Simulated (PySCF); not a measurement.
Electron correlation in Pm³⁺ (promethium, charge +3)

[Xe] 4f4, one real determinant. Computed with PySCF 2.14 in x2c-TZVPPall, with scalar relativity by spin-free X2C-1e. Frozen: [Kr] 4d10; 12 electrons correlated.

MP2 pair energies summed by pair of shells (mhartree):

```json
{"pair": "5p-5p", "energy": "-122.29", "share (%)": "41.9"}
{"pair": "4f-5p", "energy": "-80.75", "share (%)": "27.7"}
{"pair": "5s-5p", "energy": "-33.92", "share (%)": "11.6"}
{"pair": "4f-4f", "energy": "-31.23", "share (%)": "10.7"}
{"pair": "4f-5s", "energy": "-17.46", "share (%)": "6.0"}
{"pair": "5s-5s", "energy": "-6.33", "share (%)": "2.2"}
```

Total MP2 correlation energy: -291.97 mhartree.

Same-spin part -108.61 and opposite-spin part -183.36 mhartree; SCS-MP2 scales them by 1/3 and 6/5 to -256.24 mhartree.

The reference is one real determinant that mixes LS terms of this configuration.
